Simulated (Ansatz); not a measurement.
Cost and result up the ladder for Ga(NH2)3 (GaN3H6) (10 atoms). The state is a singlet with charge 0. Geometry: PBE0-D4/def2-SVP.

Cartesian coordinates in Å:
```
Ga -0.033 0.023 -0.016
N 0.725 1.578 0.541
H 1.482 2.024 0.040
H 0.696 1.883 1.505
N -1.230 -0.834 1.050
H -1.570 -1.764 0.846
H -1.336 -0.615 2.032
N 0.268 -0.578 -1.705
H 1.022 -0.224 -2.280
H -0.022 -1.496 -2.013
```

Ansatz on 4 threads of Arm Neoverse V2 on a shared host. Times are rough, and most runs start from the orbitals of an earlier one. ωB97M-V/def2-TZVP serves as the yardstick here, not as an exact answer. Differences are given only for rows in sets of like size (and for xTB, whose basis is part of the method), since another set adds its own error. Binding counts from free atoms at the same level (Ga doublet, N quartet, H doublet; other spins of the atoms weren't run), without zero-point energy or a counterpoise term.

The 6-31G sets use Cartesian d functions. LC-ωPBE has ω = 0.4 bohr⁻¹. B3LYP takes the VWN-RPA correlation. Correlated methods freeze 12 core orbitals; core or outer-core shells of Ga are correlated, in sets that lack core-valence functions.

Correlated methods converge slowly with the basis.

```tsv
level	functions	wall time	binding energy per atom (eV)	difference from ωB97M-V/def2-TZVP (eV)
HF/6-31G	68	0.35 s	2.01	–
LDA (SPW92)/def2-TZVP	177	0.75 s	3.88	0.52
B3LYP-D4/6-31G	68	0.8 s	3.28	–
PBE0-D4/def2-SVP	104	1.1 s	3.32	–
HF/def2-TZVP	177	1.1 s	2.16	-1.20
PBE-D4/def2-TZVP	177	1.4 s	3.42	0.05
LC-ωPBE/def2-TZVP	177	1.9 s	3.35	-0.01
MP2/def2-TZVP	177	2 s	3.25	-0.11
PBE0-D4/def2-TZVP	177	2.2 s	3.33	-0.03
r2SCAN-D4/def2-TZVP (with forces)	177	3 s	3.32	-0.04
r2SCAN0-D4/def2-TZVP	177	3.4 s	3.26	-0.10
B97M-V/def2-TZVP	177	4.9 s	3.32	-0.04
ωB97M-V/def2-TZVP	177	6 s	3.36	0.00
CCSD(T)/def2-TZVPP	225	3.7 min	3.27	-0.09
```
